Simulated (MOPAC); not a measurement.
Input file for MOPAC: PM7 on GaH5N2O (SMILES [NH2][Ga]([NH2])[OH]), a point of a torsion scan.

```
PM7 1SCF PRECISE CHARGE=0 THREADS=1
GaH5N2O

N      1.13532492 1    -1.06611620 1     0.33828477 1
Ga     0.10526441 1    -0.37201420 1    -1.02043569 1
N      0.74775420 1     0.55177049 1    -2.46947158 1
O     -1.62451663 1    -0.30131382 1    -0.84721693 1
H      2.13800607 1    -1.09404563 1     0.20604356 1
H      0.84028722 1    -1.92847657 1     0.78181201 1
H      1.56800397 1     0.20696032 1    -2.95513067 1
H      0.03362971 1     0.78006616 1    -3.15344424 1
H     -2.09915467 1    -0.53366511 1    -0.05201263 1
```

Program output:

```
*******************************************************************************
 **                                                                           **
 **                              MOPAC v23.2.5                                **
 **                                                                           **
 *******************************************************************************
 ** MOPAC's Digital Object Identifier: https://doi.org/10.5281/zenodo.6511958 **
 **                                                                           **
 ** Please cite the open-source release paper for use of this MOPAC version:  **
 ** J. E. Moussa and J. J. P. Stewart (2026)                                  **
 ** MOPAC: An open-source semiempirical molecular orbital program             **
 ** J. Open Source Softw., 11(119), 8025, https://doi.org/10.21105/joss.08025 **
 *******************************************************************************

                              PM7 CALCULATION RESULTS

 *******************************************************************************
 *  PM7        - The PM7 Hamiltonian to be used
 *
 *
 *
 *                 CHARGE ON SYSTEM = 0
 *
 *
 *
 *  PRECISE    - TIGHTER CRITERIA TO BE USED
 *  1SCF       - DO 1 SCF AND THEN STOP
 *  THREADS=1  - MULTI-THREADING NOT USED
 *  T=         - A TIME OF 172800.0 SECONDS REQUESTED
 *  DUMP=N     - RESTART FILE WRITTEN EVERY 7200.0 SECONDS REQUESTED
 *******************************************************************************
PM7 1SCF PRECISE CHARGE=0 THREADS=1
 GaH5N2O

   ATOM   CHEMICAL          X               Y               Z
  NUMBER   SYMBOL      (ANGSTROMS)     (ANGSTROMS)     (ANGSTROMS)

     1       N          1.13532492  *  -1.06611620  *   0.33828477  *
     2      Ga          0.10526441  *  -0.37201420  *  -1.02043569  *
     3       N          0.74775420  *   0.55177049  *  -2.46947158  *
     4       O         -1.62451663  *  -0.30131382  *  -0.84721693  *
     5       H          2.13800607  *  -1.09404563  *   0.20604356  *
     6       H          0.84028722  *  -1.92847657  *   0.78181201  *
     7       H          1.56800397  *   0.20696032  *  -2.95513067  *
     8       H          0.03362971  *   0.78006616  *  -3.15344424  *
     9       H         -2.09915467  *  -0.53366511  *  -0.05201263  *



          CARTESIAN COORDINATES

    NO.       ATOM           X           Y           Z

     1         N          1.1353     -1.0661      0.3383
     2        Ga          0.1053     -0.3720     -1.0204
     3         N          0.7478      0.5518     -2.4695
     4         O         -1.6245     -0.3013     -0.8472
     5         H          2.1380     -1.0940      0.2060
     6         H          0.8403     -1.9285      0.7818
     7         H          1.5680      0.2070     -2.9551
     8         H          0.0336      0.7801     -3.1534
     9         H         -2.0992     -0.5337     -0.0520

 General Reference for PM7:
 "Optimization of Parameters for Semiempirical Methods VI: More Modifications to the
 NDDO Approximations and Re-optimization of Parameters", J. J. P. Stewart, J. Mol. Mod., 1:32, 19 (2013)
 https://link.springer.com/article/10.1007/s00894-012-1667-x

           Empirical Formula: H5 N2 O Ga  =     9 atoms



      MOLECULAR POINT GROUP   :   C1


      RHF CALCULATION, NO. OF DOUBLY OCCUPIED LEVELS = 12


 -------------------------------------------------------------------------------
 PM7 1SCF PRECISE CHARGE=0 THREADS=1
 GaH5N2O



     1SCF WAS SPECIFIED, SO BFGS WAS NOT USED
     SCF FIELD WAS ACHIEVED


                              PM7 CALCULATION
                                                       MOPAC v23.2.5 Linux




          FINAL HEAT OF FORMATION =        -39.66777 KCAL/MOL =    -165.96994 KJ/MOL


          COSMO AREA              =        110.13 SQUARE ANGSTROMS
          COSMO VOLUME            =         91.31 CUBIC ANGSTROMS

          IONIZATION POTENTIAL    =          9.591967 EV
          HOMO LUMO ENERGIES (EV) =         -9.592  0.714
          NO. OF FILLED LEVELS    =         12
          MOLECULAR WEIGHT        =        118.7873         POINT GROUP:  C1

          MOLECULAR DIMENSIONS (Angstroms)

            Atom       Atom       Distance
            H     8    H     6     4.84491
            H     9    H     7     4.21337
            O     4    H     5     0.80407


          SCF CALCULATIONS        =          1





   ATOM   CHEMICAL          X               Y               Z
  NUMBER   SYMBOL      (ANGSTROMS)     (ANGSTROMS)     (ANGSTROMS)

     1       N          1.13532492  *  -1.06611620  *   0.33828477  *
     2      Ga          0.10526441  *  -0.37201420  *  -1.02043569  *
     3       N          0.74775420  *   0.55177049  *  -2.46947158  *
     4       O         -1.62451663  *  -0.30131382  *  -0.84721693  *
     5       H          2.13800607  *  -1.09404563  *   0.20604356  *
     6       H          0.84028722  *  -1.92847657  *   0.78181201  *
     7       H          1.56800397  *   0.20696032  *  -2.95513067  *
     8       H          0.03362971  *   0.78006616  *  -3.15344424  *
     9       H         -2.09915467  *  -0.53366511  *  -0.05201263  *

                             CARTESIAN COORDINATES

   1    N        1.135324920    -1.066116200     0.338284770
   2   Ga        0.105264410    -0.372014200    -1.020435690
   3    N        0.747754200     0.551770490    -2.469471580
   4    O       -1.624516630    -0.301313820    -0.847216930
   5    H        2.138006070    -1.094045630     0.206043560
   6    H        0.840287220    -1.928476570     0.781812010
   7    H        1.568003970     0.206960320    -2.955130670
   8    H        0.033629710     0.780066160    -3.153444240
   9    H       -2.099154670    -0.533665110    -0.052012630


           Empirical Formula: H5 N2 O Ga  =     9 atoms



      MOLECULAR POINT GROUP   :   C1


                  EIGENVALUES
 -35.59852 -34.18883 -27.76137 -18.24930 -16.50577 -16.16074 -15.49677 -13.82156
 -12.26572 -12.11580 -10.42996  -9.59197   0.71406   1.29982   2.91774   2.94737
   5.62232   5.92914   6.65400   6.82226   6.91007


              NET ATOMIC CHARGES AND DIPOLE CONTRIBUTIONS

  ATOM NO.   TYPE          CHARGE      No. of ELECS.   s-Pop       p-Pop
    1          N          -0.793701        5.7937     1.60969     4.18401
    2         Ga           0.881701        2.1183     0.97728     1.14102
    3          N          -0.752894        5.7529     1.61639     4.13650
    4          O          -0.780238        6.7802     1.76027     5.01997
    5          H           0.270920        0.7291     0.72908
    6          H           0.269891        0.7301     0.73011
    7          H           0.267416        0.7326     0.73258
    8          H           0.270897        0.7291     0.72910
    9          H           0.366009        0.6340     0.63399
 DIPOLE           X         Y         Z       TOTAL
 POINT-CHG.     1.740    -1.958    -0.214     2.629
 HYBRID        -0.310    -1.001    -0.386     1.117
 SUM            1.431    -2.959    -0.601     3.342


          ATOMIC ORBITAL ELECTRON POPULATIONS

     Atom    s        px        py        pz
    1  N   1.60969   1.21756   1.46604   1.50042
    2 Ga   0.97728   0.41352   0.28717   0.44034
    3  N   1.61639   1.23722   1.60251   1.29677
    4  O   1.76027   1.53009   1.90368   1.58620
    5  H   0.72908
    6  H   0.73011
    7  H   0.73258
    8  H   0.72910
    9  H   0.63399

 **********************
 *                    *
 * JOB ENDED NORMALLY *
 *                    *
 **********************




 == MOPAC DONE ==
```

The run finished.

Cost: about 0.03 core-seconds (a rough figure).
